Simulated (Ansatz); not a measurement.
Start from `C[NH][Ga]([Cl])[Cl]` and change one atom or group to get `C=[CH][Ga]([Cl])[Cl]`.

Ansatz, PBE0-D4/def2-TZVP geometries, multiplicity 1. Each molecule was computed in one conformer, which needn't be the lowest.

Scalar relativity is left out up to krypton.

```csv
property,`C[NH][Ga]([Cl])[Cl]`
"ideal-gas entropy at 298 K and 1 bar (rigid rotor, harmonic PBE0-D4/def2-TZVP) / J/(mol·K)",378
size of the dipole moment (B3LYP/def2-TZVPP) / D,2.72
HOMO–LUMO gap (PBE/def2-TZVPP) / eV,4.09
size of the dipole moment (ωB97M-V/def2-TZVPP) / D,2.64
HOMO energy (B3LYP/def2-TZVPP) / eV,-7.10
HOMO–LUMO gap (ωB97M-V/def2-TZVPP) / eV,10.59
```

(1) Give the same properties after the change, and the shifts. (Estimate.)

Answers

(1) Ansatz gave: 
```
                                                                                  property  `C=[CH][Ga]([Cl])[Cl]`  shift
ideal-gas entropy at 298 K and 1 bar (rigid rotor, harmonic PBE0-D4/def2-TZVP) / J/(mol·K)                     368    -10
                                          size of the dipole moment (B3LYP/def2-TZVPP) / D                    2.92   0.20
                                                       HOMO–LUMO gap (PBE/def2-TZVPP) / eV                    4.75   0.66
                                        size of the dipole moment (ωB97M-V/def2-TZVPP) / D                    2.87   0.23
                                                       HOMO energy (B3LYP/def2-TZVPP) / eV                   -8.48  -1.38
                                                   HOMO–LUMO gap (ωB97M-V/def2-TZVPP) / eV                   11.01   0.42
```

With PBE0 the HOMO falls by 1.42 eV and the LUMO falls by 0.91 eV, so the gap widens by about 0.51 eV. PBE moves the HOMO by -1.47 eV and ωB97M-V by -1.34 eV. The zero-point energy changes by -31.9 kJ/mol with -3 modes. Dipoles are sizes alone; their direction can turn.

B3LYP here is the variant with VWN-RPA as its local correlation; programs differ in this.
